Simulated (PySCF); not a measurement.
CH9GeNSi, SMILES C[SiH2][NH][GeH3].

Coordinates come from a PBE0-D3(BJ)/def2-SVP optimisation. The structure was generated by enumeration, and PubChem lists no compound with its InChIKey, so it may never have been made. The values are those of a single conformer.

These are PySCF with PBE0-D3(BJ)/def2-SVP values and carry that method's errors.

Frequencies are harmonic and unscaled.

Q: Estimate the vibrational spectrum. (An estimate is asked for; the answer gives what the named calculation found.)

A: 
```tsv
mode	ν (cm⁻¹)	IR (km/mol)	Raman (Å⁴/amu)	depolarisation	moving atoms (share of kinetic energy)
1	21	0.2	0.1	0.53	H 65 %, C 15 %, N 11 %
2	57	0.7	0.7	0.74	H 68 %, N 25 %
3	117	0.5	0.1	0.17	C 34 %, H 26 %, Ge 22 %, N 11 %
4	182	0.1	0.0	–	H 93 %
5	262	19.4	2.1	0.70	H 54 %, Si 22 %, N 11 %, C 9 %
6	302	46.8	2.5	0.46	H 57 %, N 21 %, Si 15 %
7	491	11.4	3.0	0.72	H 93 %
8	537	16.3	13.6	0.37	H 42 %, N 28 %, Si 15 %, Ge 14 %
9	637	14.3	3.2	0.16	H 76 %, N 16 %
10	644	26.0	11.8	0.71	H 91 %
11	689	4.3	12.7	0.38	C 44 %, H 37 %, Si 15 %
12	725	50.8	12.2	0.53	H 82 %, N 8 %
13	785	75.4	0.8	0.72	H 53 %, C 17 %, N 15 %, Si 13 %
14	847	398.8	10.6	0.59	H 76 %, N 12 %
15	868	6.9	16.9	0.75	H 81 %, C 14 %
16	871	106.8	17.3	0.75	H 92 %
17	898	30.9	20.3	0.75	H 92 %
18	918	83.6	20.5	0.74	H 78 %, N 15 %
19	955	165.6	4.0	0.74	H 57 %, N 24 %, Si 18 %
20	993	132.3	19.4	0.74	H 94 %
21	1184	102.5	0.7	0.45	H 72 %, N 25 %
22	1266	32.9	0.7	0.32	H 78 %, C 22 %
23	1430	6.2	11.6	0.75	H 96 %
24	1432	4.8	10.2	0.74	H 96 %
25	2128	127.3	111.8	0.38	H 99 %
26	2156	103.9	145.8	0.10	H 99 %
27	2165	138.8	148.1	0.39	H 99 %
28	2177	184.5	148.2	0.31	H 96 %
29	2207	154.7	213.0	0.12	H 97 %
30	3058	1.2	123.9	0.01	H 97 %
31	3159	3.7	67.5	0.71	H 91 %, C 9 %
32	3169	2.0	73.4	0.74	H 91 %, C 9 %
33	3635	38.7	88.0	0.24	H 93 %
```
